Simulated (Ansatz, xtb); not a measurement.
## C5H5N3: which of two isomers lies lower

Structure X is `Cc1ncc(C#N)[nH]1`, a singlet and structure Y is `Cc1[nH]cnc1C#N`, a singlet. Both are isolated molecules in the gas phase, relaxed with r2SCAN-D4/def2-SVP.

Quicker runs give these differences E(Y) − E(X): GFN2-xTB +2.04 kcal/mol; HF/STO-3G −0.83 kcal/mol (at GFN2-xTB geometries); r2SCAN-D4/def2-SVP//GFN2-xTB +1.79 kcal/mol.

Task: Estimate E(Y) − E(X) at the level CCSD(T)/def2-SVP + ΔMP2/def2-TZVPP.

Result: CCSD(T)/def2-SVP + ΔMP2/def2-TZVPP gives E(Y) − E(X) = −0.11 kcal/mol, slightly favouring structure Y, which is too small a margin to settle the true order.

How the difference moves with the method:

```json
{"level": "GFN2-xTB", "geometry": "GFN2-xTB", "E(Y) − E(X) (kcal/mol)": "+2.04", "departure from the last row (kcal/mol)": "+2.15", "job, with rough time for the two": "optimisation, 0.11 s"}
{"level": "HF/STO-3G", "geometry": "GFN2-xTB", "E(Y) − E(X) (kcal/mol)": "−0.83", "departure from the last row (kcal/mol)": "−0.71", "job, with rough time for the two": "single point, 0.5 s"}
{"level": "r2SCAN-D4/def2-SVP//GFN2-xTB", "geometry": "GFN2-xTB", "E(Y) − E(X) (kcal/mol)": "+1.79", "departure from the last row (kcal/mol)": "+1.91", "job, with rough time for the two": "single point, 6.3 s"}
{"level": "r2SCAN-D4/def2-SVP", "geometry": "r2SCAN-D4/def2-SVP", "E(Y) − E(X) (kcal/mol)": "+0.86", "departure from the last row (kcal/mol)": "+0.97", "job, with rough time for the two": "optimisation, 2.4 min"}
{"level": "HF/def2-SVP", "geometry": "r2SCAN-D4/def2-SVP", "E(Y) − E(X) (kcal/mol)": "−0.03", "departure from the last row (kcal/mol)": "+0.08", "job, with rough time for the two": "part of the CCSD(T) run"}
{"level": "MP2/def2-SVP", "geometry": "r2SCAN-D4/def2-SVP", "E(Y) − E(X) (kcal/mol)": "−0.77", "departure from the last row (kcal/mol)": "−0.66", "job, with rough time for the two": "part of the CCSD(T) run"}
{"level": "CCSD(T)/def2-SVP", "geometry": "r2SCAN-D4/def2-SVP", "E(Y) − E(X) (kcal/mol)": "−0.39", "departure from the last row (kcal/mol)": "−0.28", "job, with rough time for the two": "single point"}
{"level": "CCSD(T)/def2-SVP + ΔMP2/def2-TZVPP", "geometry": "r2SCAN-D4/def2-SVP", "E(Y) − E(X) (kcal/mol)": "−0.11", "departure from the last row (kcal/mol)": "", "job, with rough time for the two": "single point, 2.2 min"}
```

As drawn, both hold the same kinds of bond in the same numbers.

The largest departure from CCSD(T)/def2-SVP + ΔMP2/def2-TZVPP is that of GFN2-xTB, 2.15 kcal/mol. The last row adds to CCSD(T) the change of the MP2 difference between the two basis sets, here +0.28 kcal/mol.

With thermal terms from frequencies at re-optimised GFN2-xTB minima (ideal gas, soft modes damped towards free rotors, one conformer each, 298.15 K, 1 atm): on the last row, ΔE + ΔZPE = 0.00, ΔH = −0.04, ΔG = +0.06 kcal/mol.

The correlated steps freeze 8 core orbitals. Run with Ansatz 0.2.0, xtb 6.7.1; the last row on 2 threads of Arm Neoverse V2 on a shared host.
